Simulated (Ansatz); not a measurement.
This geometry of BH6NSSi (10 atoms, charge 0, multiplicity 1) is a first-order saddle point.

Theory: Ansatz, RKS BHLYP-D4/6-31G*.

```xyz
10
Properties=species:S:1:pos:R:3
Si -1.502 0.034 -0.727
N 0.198 -0.185 -0.362
B 0.916 0.420 0.663
S 2.743 0.047 0.868
H -2.244 -1.226 -0.523
H -2.020 1.076 0.170
H -1.664 0.437 -2.137
H 0.724 -0.809 -0.954
H 0.381 1.196 1.383
H 2.549 -1.041 1.623
```

(1) Which two structures does it join? (They come from a converged band through this point; their orientation in space is the band's.)

(2) How far does it lie above each of them?

Answers

(1) No bond is made or broken. The dihedral N2–B3–S4–H10 goes from 180 to 0°.

Image 0:

```xyz
10
Properties=species:S:1:pos:R:3
Si -1.522 0.147 -0.763
N 0.090 -0.408 -0.397
B 0.918 0.061 0.632
S 2.584 -0.641 0.849
H -2.488 -0.968 -0.685
H -1.868 1.184 0.221
H -1.589 0.702 -2.130
H 0.461 -1.134 -0.989
H 0.543 0.913 1.364
H 2.954 0.093 1.900
```

Image 8:

```xyz
10
Properties=species:S:1:pos:R:3
Si -1.444 0.106 -0.760
N 0.165 -0.262 -0.192
B 0.820 0.345 0.889
S 2.498 -0.066 1.448
H -2.298 -1.098 -0.715
H -1.996 1.152 0.112
H -1.408 0.577 -2.160
H 0.664 -0.979 -0.693
H 0.281 1.194 1.515
H 2.801 -1.020 0.559
```

(2) 9.0 kcal/mol above the first and 8.6 kcal/mol above the second. This is the barrier of this one path; another mechanism may lie lower.

The run took 10 min on 1 thread of AMD EPYC 9R14 (Zen 4), with other jobs on the host, peak memory 0.18 GiB.
